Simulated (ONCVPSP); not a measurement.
**titanium: variants of one ONCV potential**

Base potential:

- Element: titanium
- Generator: ONCVPSP 4.0.1
- Type: optimised norm-conserving Vanderbilt (ONCV)
- Functional: PBE
- Relativity: scalar-relativistic
- Frozen core: [Ne]
- Valence charge: 12
- Reference configuration: 3s2 3p6 3d2 4s2
- Partial waves: 3s+4s: rc 2.00 bohr, ncon 3, nbas 8, qcut 5.6 1/bohr, 2 projectors; 3p: rc 1.10 bohr, ncon 4, nbas 8, qcut 7 1/bohr, 2 projectors, debl 1.1 Ha; 3d: rc 1.75 bohr, ncon 4, nbas 9, qcut 9.6 1/bohr, 2 projectors, debl 1.4 Ha
- Local potential: polynomial inside 0.90 bohr (lpopt 2, dvloc0 0 Ha)
- Core correction: none

In the p channel the program set the typed energies aside and used -1.428, 0.250 Ha.

Cutoffs, loose and tight: the cutoffs (Ha) at which the residual kinetic energy of the hardest occupied pseudo-wave falls to 1 and 0.1 mHa per electron. They do not see the model core or the augmentation charge, which bear on the density cutoff. Test errors are all-electron minus pseudo excitation energies from the reference, over the configurations 3s2 3p6 3d2 4s1; 3s2 3p6 3d2 4s0; 3s2 3p6 3d1 4s0; 3s2 3p6 3d3 4s1. A dash means not determined; rows that change the core or the reference have their own tests. The largest error is taken over the tests solved by every variant that gives reliable tests at all: 3s2 3p6 3d1 4s0; 3s2 3p6 3d2 4s0; 3s2 3p6 3d2 4s1.

| change | outcome | cutoff, loose | cutoff, tight | bound ghosts | GHOST(+) flags above zero | largest test error (meV) |
| --- | --- | --- | --- | --- | --- | --- |
| base | generated, projector energies reset by the program | 32 Ha | 128 Ha | none | none | +34 |
| p: rc 0.92 | generated, projector energies reset by the program | 59 Ha | 210 Ha | none | none | +34 |
| reference 3s2 3p6 3d2 4s1 | generated, projector energies reset by the program | 32 Ha | 128 Ha | none | none | +46 |
| d: qcut 9.5 | generated, projector energies reset by the program | 32 Ha | 128 Ha | none | none | +35 |
| all radii scaled by about 0.89 (s 1.80, p 0.98, d 1.56 bohr); local potential polynomial inside 0.80 bohr (lpopt 2, dvloc0 0 Ha) | generated, projector energies reset by the program | 47 Ha | 189 Ha | none | none | +22 |
| p: debl 5.9 | generated | 32 Ha | 128 Ha | none | none | +34 |
| p: qcut 8.4 | generated, projector energies reset by the program | 32 Ha | 59 Ha | none | none | +34 |
| s: qcut 6.2 | generated, projector energies reset by the program | 32 Ha | 128 Ha | none | none | +35 |
| s: nproj 3 | generated, projector energies reset by the program | 32 Ha | 128 Ha | none | none | +34 |
| local potential polynomial inside 0.90 bohr (lpopt 2, dvloc0 4.5 Ha) | generated, projector energies reset by the program | 32 Ha | 128 Ha | none | none | +34 |
| d: ncon 5, nbas 10 | generated, projector energies reset by the program | 34 Ha | 128 Ha | none | none | +27 |
